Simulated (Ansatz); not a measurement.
Input and output for C$_{4}$H$_{8}$Si, SMILES `[SiH3]C1=CCC1`.

```yaml
crystal:
  periodic: [false, false, false]
  atoms:
    - {symbol: Si, position_ang: [-1.923600, 0.911113, 0.061055]}
    - {symbol: C, position_ang: [-0.287422, 0.044946, 0.027446]}
    - {symbol: C, position_ang: [0.081306, -1.230417, 0.227754]}
    - {symbol: C, position_ang: [1.547916, -0.992615, 0.002192]}
    - {symbol: C, position_ang: [1.144973, 0.490294, -0.233736]}
    - {symbol: H, position_ang: [-1.926365, 1.991469, 1.085254]}
    - {symbol: H, position_ang: [-2.213060, 1.540574, -1.256577]}
    - {symbol: H, position_ang: [-2.996351, -0.067386, 0.380788]}
    - {symbol: H, position_ang: [-0.482335, -2.126145, 0.469225]}
    - {symbol: H, position_ang: [1.984117, -1.498249, -0.863966]}
    - {symbol: H, position_ang: [2.196279, -1.165448, 0.865855]}
    - {symbol: H, position_ang: [1.553454, 1.200082, 0.490250]}
    - {symbol: H, position_ang: [1.341389, 0.867080, -1.240841]}
basis:
  gaussian: {orbitals: def2-TZVP}
hamiltonian: {xc: {name: B3LYP5}, pseudopotentials: {relativity: scalar}}
output: {forces: true}
```

```sh
$ ansatz run in.yaml --threads 4 --pin off --events-out ev --progress --plain --max-ram 10444MiB
```

It prints (some lines left out):

```
Functional definition: B3LYP5
1333 factors; their error is unknown
mean field evaluation 1: about -12158.0341 eV, gradient 6.6e1 eV
mean field evaluation 2: about -12142.1853 eV, gradient 1.0e2 eV
mean field evaluation 4: about -12168.6841 eV, gradient 3.2e0 eV
mean field evaluation 8: about -12168.7087 eV, gradient 4.3e-2 eV
mean field evaluation 16: about -12168.7101 eV, gradient 1.4e-4 eV
mean field -12168.71007220 eV, -447.1918469055 hartree, gradient 2.5e-5 eV, S^2 0.000000; 0 other end points of the search recorded, 0 dependent functions left out
reference -12168.71037813 eV, -447.1918581483 hartree; 23, 23 occupied and 186, 186 virtual orbitals, 1333 factors
Total energy: -12168.71037813 eV, -447.1918581483 hartree
Relativity: scalar
Atom 0 at    -1.923600     0.911113     0.061055 Å, force    -0.141037     0.074314     0.002958 eV/Å
Atom 1 at    -0.287422     0.044946     0.027446 Å, force    -0.216016    -0.012529     0.029072 eV/Å
Atom 2 at     0.081306    -1.230417     0.227754 Å, force    -0.177085    -0.143823     0.049172 eV/Å
Atom 3 at     1.547916    -0.992615     0.002192 Å, force     0.272378    -0.215819     0.008250 eV/Å
Atom 4 at     1.144973     0.490294    -0.233736 Å, force     0.151172     0.292986    -0.075028 eV/Å
Atom 5 at    -1.926365     1.991469     1.085254 Å, force    -0.007864    -0.057001    -0.058861 eV/Å
Atom 6 at    -2.213060     1.540574    -1.256577 Å, force     0.008549    -0.031059     0.075756 eV/Å
Atom 7 at    -2.996351    -0.067386     0.380788 Å, force     0.054826     0.062917    -0.018824 eV/Å
Atom 8 at    -0.482335    -2.126145     0.469225 Å, force     0.023865     0.028635    -0.008452 eV/Å
Atom 9 at     1.984117    -1.498249    -0.863966 Å, force     0.009638     0.001483     0.020528 eV/Å
Atom 10 at     2.196279    -1.165448     0.865855 Å, force     0.004519    -0.006566    -0.021155 eV/Å
Atom 11 at     1.553454     1.200082     0.490250 Å, force     0.005818    -0.001030    -0.023755 eV/Å
Atom 12 at     1.341389     0.867080    -1.240841 Å, force     0.011238     0.007492     0.020340 eV/Å
Dipole moment:     0.187488    -0.097254    -0.004251 e Å
```

Run time 3.8 s (4 threads of an Intel Xeon Platinum 8259CL on a shared host); peak host memory 0.56 GiB.
